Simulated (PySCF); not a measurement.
**Trend along the halogens: MCs molecules**

MP2 with triple-zeta basis sets in PySCF, for the lowest determinant that a PBE0 search found; no spin–orbit coupling. De refers to high-spin ground-configuration atoms.

```csv
M,basis,"reference, frozen orbitals",state (unpaired electrons),Re (Å),ωe (cm⁻¹),De (eV)
F,def2-TZVPP,"RHF, 1",singlet (closed shell),2.378,349,5.13
Cl,def2-TZVPP,"RHF, 5",singlet (closed shell),2.937,209,4.33
I,def2-TZVPP,"RHF, 4",singlet (closed shell),3.356,115,3.60
```

The row for M = Br is missing. Estimate Re, ωe and De as the mean of the rows for Cl and I, and compare with the calculation.

The means are 3.146 Å, 162 cm⁻¹ and 3.96 eV. RHF-MP2 in def2-TZVPP gives CsBr as a singlet (closed shell) with Re = 3.117 Å, ωe = 145 cm⁻¹, De = 4.04 eV, so the estimate is off by +2.9 pm, +12 % and -0.08 eV.

Correlated steps freeze the inner cores (1 to 9 orbitals); shallow outer-core shells are correlated. These are scalar-relativistic numbers at best; spin–orbit coupling would shift them, the dissociation energy most. Where the molecule has an RHF reference, its open-shell atoms are computed with UHF.
